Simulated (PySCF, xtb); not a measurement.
iodoethane cation (C2H5I), SMILES CCI (connectivity only; charge and spin as stated), charge +1, multiplicity 2.

Harmonic wavenumbers (cm⁻¹) from GFN2-xTB (xtb) at its own minimum, in rising order: 175, 260, 484, 588, 886, 978, 1037, 1082, 1133, 1254, 1257, 1347, 1394, 2820, 2861, 2927, 2962, 3017.

Q: What does PySCF 2.14.0 with PBE-D3(BJ)/def2-SVP give at its own minimum? (An estimate is asked for; the answer gives what the named calculation found.)

A: 200, 247, 398, 512, 853, 902, 1060, 1118, 1127, 1308, 1341, 1353, 1391, 2932, 2935, 2967, 3053, 3089. Paired by order, the mean absolute difference is 51 cm⁻¹ and the zero-point energies are 37.8 and 38.3 kcal/mol.
